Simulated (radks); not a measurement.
Results of a calculation; reference values are marked as such.
Ionisation of the silver ion Ag3+, [Kr] 4d8, to Ag4+, [Kr] 4d7, under several functionals. Scalar-relativistic Kohn-Sham, spin-polarised, spherical densities, finite nucleus; open shells are filled with parallel spins first (spin-orbit coupling, left out, can overturn this in heavy ions); a radial shooting solver on a logarithmic mesh with Libxc functionals.

functional	E(Ag3+) (hartree)	Exc (hartree)	IE (eV)	-e(HOMO) (eV)	<r> HOMO (bohr)	IE error (eV)
LDA (Slater exchange, VWN5 correlation)	-5308.61177	-142.90514	50.895	43.193	1.254	+1.895
B86b exchange with PBE correlation	-5314.17678	-148.53338	50.586	42.901	1.253	+1.586
r2SCAN	-5314.26986	-148.41656	50.414	42.835	1.249	+1.414
RPBE	-5313.85053	-148.21012	50.483	42.794	1.252	+1.483
exchange-only LDA	-5304.29089	-138.52739	48.981	41.369	1.260	-0.019

NIST Atomic Spectra Database: 49 eV (theoretical). Closest: exchange-only LDA. The Delta-SCF values span 1.91 eV, the total energies 9.98 hartree. The highest occupied level is 4d. Open shells are spherical and high-spin; term and fine-structure splittings are not resolved.
